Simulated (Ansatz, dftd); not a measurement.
System: CH5BN, charge 0, doublet. CH5BN (SMILES [B](N)C, doublet).
B3LYP-D3(BJ)/def2-TZVP minimum from Ansatz (a program for electronic structure):
```
B
N 1 1.3806
H 2 1.0064 1 123.65
H 2 1.0146 3 113.11 1 180.00
C 1 1.5596 2 127.47 3 180.00
H 5 1.0932 1 110.84 2 121.20
H 5 1.0932 6 106.15 1 -120.44
H 5 1.0989 6 107.89 7 -115.43
```
Charge 0, spin multiplicity 2.

Property: atomisation energy (electronic, to ground-state atoms), in kJ/mol. UHF or UKS for unpaired electrons; spin-orbit terms are left out. Cores are frozen in correlated methods. Rows without X2C or -DK are non-relativistic. CBS(X,Y): correlation extrapolated as X^-3, Hartree-Fock from the larger set. A bracket is a step between two methods taken in the basis named. Functionals run without relativity, which enters their misses. Double hybrids freeze cores in their MP2 part. '+ core + X2C': CCSD(T) terms for core correlation (cc-pwCVTZ) and scalar relativity (cc-pVTZ-DK). For partners of very few electrons the exact lower level stands in for a higher one.

| level | program | atomisation energy (kJ/mol) | difference against the last row |
|---|---|---|---|
| CAM-B3LYP-D3(BJ)/def2-TZVPD | Ansatz + dftd3 | 2947.4 | 33.9 |
| CAM-B3LYP/def2-TZVPD | Ansatz | 2939.8 | 26.3 |
| B2PLYP/def2-TZVPD | Ansatz | 2890.0 | -23.5 |
| MP2/cc-pVTZ | Ansatz | 2863.0 | -50.5 |
| MP2/CBS(cc-pVTZ,cc-pVQZ) | Ansatz | 2938.0 | 24.5 |
| CCSD/cc-pVDZ | Ansatz | 2646.5 | -267.0 |
| CCSD/CBS(cc-pVTZ,cc-pVQZ) | Ansatz | 2861.1 | -52.4 |
| CCSDT(Q)/cc-pVDZ | Ansatz | 2672.6 | -240.9 |
| CCSD(T)/CBS(cc-pVTZ,cc-pVQZ) + [CCSDT(Q) - CCSD(T)]/cc-pVDZ + core + X2C | Ansatz | 2913.5 | 0.0 |
